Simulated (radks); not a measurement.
Results of a calculation; reference values are marked as such.
Q: The tantalum ion Ta20+, 53 electrons, occupied as [Kr] 4d10 4f7. Level of theory: scalar-relativistic Kohn-Sham, LB94 model potential, spin-polarised, spherical densities, finite nucleus; open shells are filled with parallel spins first (spin-orbit coupling, left out, can overturn this in heavy ions); Fermi nuclear charge, rms radius 5.3507 fm (a radial shooting solver on a logarithmic mesh with Libxc functionals). Some entries of the table are withheld. Estimate them.

orbital,occ.,eigenvalue (eV),<1/r> (bohr^-1),r(max) (bohr)
1s down,1,-68137.31,85.49,0.01167
1s up,1,-68137.30,85.49,0.01167
2s down,1,-12183.84,19.98,0.06679
2s up,1,-12183.65,19.98,0.06679
2p down,3,-10754.00,18.19,0.05470
2p up,3,-10753.85,18.19,0.05470
3s up,1,-3228.048,7.393,0.1886
3s down,1,-3227.857,7.398,0.1886
3p up,3,-2802.154,6.851,0.1864
3p down,3,-2801.792,6.856,0.1864
3d up,5,-2303.658,6.481,0.1518
3d down,5,-2303.515,6.486,0.1517
4s up,1,-1076.066,3.213,0.4243
4s down,1,-1067.857,3.207,0.4244
4p up,3,-932.6863,2.951,0.4429
4p down,3,-924.8150,2.943,0.4432
4d up,5,-749.3839,2.685,0.4494
4d down,5,-741.8455,2.677,0.4500
4f up,7,-545.2007,2.380,0.4039
4f down,0,-538.2849,2.376,0.4037
5s up,0,-510.7887,(1),0.8594
5s down,0,-507.4285,(2),0.8623
5p up,0,-457.7444,1.482,0.9165
5p down,0,-454.7425,1.475,0.9203

A: 
(1) 5s up <1/r> (bohr^-1): 1.597
(2) 5s down <1/r> (bohr^-1): 1.590
